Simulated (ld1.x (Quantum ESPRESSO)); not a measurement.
## What one change does to a pseudopotential (boron (B), TM)

```json
{
  "Element": "boron (B)",
  "Generator": "ld1.x (Quantum ESPRESSO) 7.5",
  "Type": "norm-conserving Troullier–Martins (Kleinman–Bylander form)",
  "Functional": "LDA (PZ)",
  "Relativity": "scalar-relativistic",
  "Frozen core": "[He]",
  "Valence charge": "3",
  "Reference configuration": "2s2 2p1",
  "Partial waves": "2s (bound): rc 1.55 bohr; 3d channel at 0.4 Ry: rc 1.70 bohr; 2p (bound): rc 2.00 bohr",
  "Local potential": "the p channel",
  "Core correction": "none"
}
```

All-electron outer shells of the reference configuration (LDA (PZ), scalar-relativistic, ld1.x):

| shell | level (eV) | outermost node (bohr) | outermost maximum (bohr) |
| --- | --- | --- | --- |
| 1s | -178.66 | – | 0.21 |
| 2s | -9.39 | 0.46 | 1.52 |
| 2p | -3.72 | – | 1.55 |

Change: core correction a·sin(br)/r model core inside 0.98 bohr.

Cutoffs: the cutoffs (Ry, on a coarse ladder) from which the occupation-weighted sum of valence levels, in a spherical-Bessel basis at the reference potential, stays within 10 and 1 mRy of its value at 400 Ry; they do not see the model core or the augmentation charge, which bear on the density cutoff. Errors are all-electron minus pseudo energies relative to the spin-unpolarised reference configuration.

Q: How do hardness, ghosts and transferability respond?

A: The potential gets neither clearly harder nor softer (21 Ry and 50 Ry → 21 Ry and 50 Ry); of the 9 tests that both files solve, the error grows in 1 and shrinks in 7 by more than 15 % and 0.3 meV (median size 18.7 → 13.5 meV); neither file shows a bound ghost. A model core, the more so a compact one, raises the density cutoff, which this test does not measure.

```csv
quantity,base,changed
"cutoff, loose",21 Ry,21 Ry
"cutoff, tight",50 Ry,50 Ry
bound ghosts,none,none
"error for 2s2 2p0, meV [ΔE 8.33 eV]",+25,+19
"error for 2s1 2p0, meV [ΔE 33.63 eV]",+132,+86
"error for 2s2 2p0.5, meV [ΔE 2.94 eV]",+2.8,+2.1
"error for 2s1 2p2, meV [ΔE 5.69 eV]",+4.2,+3.4
"error for 2s2 2p1.3, meV [ΔE -0.77 eV]",+0.1,+0.1
"error for 2s1 2p1, meV [ΔE 14.28 eV]",-3.3,-5.5
"error for 2s0 2p3, meV [ΔE 11.40 eV]",+19,+15
"error for 2s2 2p1 (spin-polarised), meV [ΔE -0.23 eV]",+24,+14
"error for 2s1 2p0 (spin-polarised), meV [ΔE 32.90 eV]",+221,+102
s: phases at 2.19 bohr within 0.05 rad from the reference energy up to (Ry; the scan ends near 5),3.4,3.4
p: phases at 2.19 bohr within 0.05 rad from the reference energy up to (Ry; the scan ends near 5),2.3,2.3
d: phases at 2.19 bohr within 0.05 rad from the reference energy up to (Ry; the scan ends near 5),to the end of the scan,to the end of the scan
```
